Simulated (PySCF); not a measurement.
trans-ethylamine (C2H7N), singlet, at a GFN2-xTB geometry; SVWN5/6-31G* (PySCF).

The PySCF input:
```python
from pyscf import gto, scf, dft

mol = gto.Mole()
mol.atom = '''
    C     1.213476   -0.334892   -0.000539
    C    -0.015114    0.579597   -0.000651
    N    -1.290446   -0.114699    0.001112
    H     2.125830    0.255879   -0.001908
    H     1.214788   -0.970561    0.883829
    H     1.213446   -0.972580   -0.883454
    H     0.006256    1.221171   -0.885941
    H     0.007600    1.223192    0.883138
    H    -1.361863   -0.710282    0.820130
    H    -1.363106   -0.712151   -0.816435
'''
mol.basis = '6-31g*'
mol.charge = 0
mol.spin = 0
mol.verbose = 5
mol.build()

mf = dft.RKS(mol)
mf.xc = 'lda,vwn'
mf.kernel()
mf.analyze()
```

**Question.** Predict the main parts of the log of this PySCF run.

**Answer.** 
```
PySCF version 2.14.0

[INPUT] verbose = 5
[INPUT] max_memory = 4000
[INPUT] num. atoms = 10
[INPUT] num. electrons = 26
[INPUT] charge = 0
[INPUT] spin (= nelec alpha-beta = 2S) = 0
[INPUT] symmetry False subgroup None
[INPUT] Mole.unit = angstrom
[INPUT] Symbol           X                Y                Z      unit          X                Y                Z       unit  Magmom
[...]
[INPUT] ---------------- BASIS SET ----------------
[INPUT] l, kappa, [nprim/nctr], expnt,             c_1 c_2 ...
[INPUT] C
[...]
                                457.36951         0.0140373
                                103.94869         0.0688426
                                29.210155         0.2321844
                                9.286663          0.4679413
                                3.163927          0.362312
[...]
                                1.8812885         -0.1608542
                                0.5442493         1.1434564
[...]
                                1.8812885         0.316424
                                0.5442493         0.7443083
[...]
[INPUT] N
[...]
                                627.4579          0.013995
                                142.9021          0.068587
                                40.23433          0.232241
                                12.82021          0.46907
                                4.390437          0.360455
[...]
                                2.71628           -0.169118
                                0.772218          1.145852
[...]
                                2.71628           0.323907
                                0.772218          0.740895
[...]
[INPUT] H
[...]
                                2.8253937         0.23472695
                                0.6401217         0.81375733
[...]
nuclear repulsion = 83.1070316045299
number of shells = 32
number of NR pGTOs = 109
number of NR cGTOs = 56
basis = 6-31g*
ecp = {}

******** <class 'pyscf.dft.rks.RKS'> ********
method = RKS
initial guess = minao
damping factor = 0
level_shift factor = 0
DIIS = <class 'pyscf.scf.diis.CDIIS'>
diis_start_cycle = 1
diis_space = 8
diis_damp = 0
SCF conv_tol = 1e-09
SCF conv_tol_grad = None
SCF max_cycles = 50
direct_scf = True
direct_scf_tol = 1e-13
XC library pyscf.dft.libxc version 7.1.2
    S. Lehtola, C. Steigemann, M. J. T. Oliveira, and M. A. L. Marques,  SoftwareX 7, 1–5 (2018)
XC functionals = lda,vwn
    P. A. M. Dirac,  Math. Proc. Cambridge Philos. Soc. 26, 376 (1930)
[...]
converged SCF energy = -133.928484791454
Total Energy =                        -133.928484791453798
[...]
5 H 2s           0.14317  -0.08591  -0.07426  -0.05979   0.00961
6 H 1s           0.02536   0.04234  -0.00758  -0.00836   0.01286
6 H 2s          -0.09560  -0.15142   0.01379   0.03183  -0.04487
7 H 1s          -0.02536  -0.04234  -0.00758   0.00836   0.01286
7 H 2s           0.09560   0.15142   0.01380  -0.03183  -0.04487
8 H 1s           0.02254  -0.00601   0.01090   0.04173  -0.00458
8 H 2s          -0.09470   0.01844  -0.06305  -0.19013   0.01010
9 H 1s          -0.02254   0.00601   0.01090  -0.04173  -0.00458
9 H 2s           0.09470  -0.01844  -0.06305   0.19013   0.01010
               #56
0 C 1s           0.00053
0 C 2s          -0.01036
0 C 3s          -0.02751
0 C 2px          0.01396
0 C 2py         -0.00883
0 C 2pz         -0.00000
0 C 3px          0.03226
0 C 3py         -0.02053
0 C 3pz         -0.00000
0 C 3dxy         0.19828
0 C 3dyz        -0.00006
0 C 3dz^2        0.12844
0 C 3dxz         0.00005
0 C 3dx2-y2     -0.14327
1 C 1s           0.00125
1 C 2s          -0.01107
1 C 3s          -0.01471
1 C 2px          0.03204
1 C 2py          0.00568
1 C 2pz         -0.00003
1 C 3px          0.04969
1 C 3py         -0.00349
1 C 3pz         -0.00003
1 C 3dxy        -0.58708
1 C 3dyz         0.00054
1 C 3dz^2        0.16245
1 C 3dxz         0.00104
1 C 3dx2-y2     -0.20327
2 N 1s          -0.00030
2 N 2s           0.01723
2 N 3s           0.15431
2 N 2px          0.03058
2 N 2py          0.01336
2 N 2pz         -0.00004
2 N 3px          0.12706
2 N 3py          0.11548
2 N 3pz         -0.00023
2 N 3dxy         0.42019
2 N 3dyz        -0.00062
2 N 3dz^2       -0.36485
2 N 3dxz        -0.00124
2 N 3dx2-y2      0.37199
3 H 1s          -0.00271
3 H 2s          -0.00451
4 H 1s          -0.00362
4 H 2s           0.00749
5 H 1s          -0.00362
5 H 2s           0.00749
6 H 1s          -0.00280
6 H 2s           0.01468
7 H 1s          -0.00280
7 H 2s           0.01468
8 H 1s           0.01219
8 H 2s          -0.02393
9 H 1s           0.01219
9 H 2s          -0.02393
 ** Mulliken pop on meta-lowdin orthogonal AOs  **
 ** Mulliken pop  **
 ** Mulliken atomic charges  **
charge of    0C =     -0.36794
charge of    1C =     -0.12005
charge of    2N =     -0.47919
charge of    3H =      0.11606
charge of    4H =      0.10975
charge of    5H =      0.10974
charge of    6H =      0.11277
charge of    7H =      0.11277
charge of    8H =      0.20305
charge of    9H =      0.20305
Dipole moment(X, Y, Z, Debye):  0.89050, -1.04697,  0.00052
```
